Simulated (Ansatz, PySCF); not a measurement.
cyclohexasilane (H12Si6), SMILES [SiH2]1[SiH2][SiH2][SiH2][SiH2][SiH2]1.

Geometry optimised at B3LYP-D3(BJ)/def2-SVP.

Vertical ionisation energy (IE) and electron affinity (EA) in eV. Rows of orbital energies are one-electron estimates. Where ΔSCF, EOM or ADC give a negative EA the extra electron is unbound and the value depends on the basis.

```
level                                                                  IE     EA
-------------------------------------------------------------------  ----  -----
−ε(HOMO), −ε(LUMO), ωB97X/def2-TZVP (PySCF)                          9.92  -1.14
ΔSCF, PBE0/def2-SVPD (Ansatz), final states of multiplicity 2 and 2  9.28  -0.43
```

Problem. What vertical singlet–triplet gap does ΔSCF give with PBE0/def2-SVPD (Ansatz, a first-principles code)? (An estimate is asked for; the answer gives what the named calculation found.)

Solution. 5.50 eV (triplet above singlet where positive).
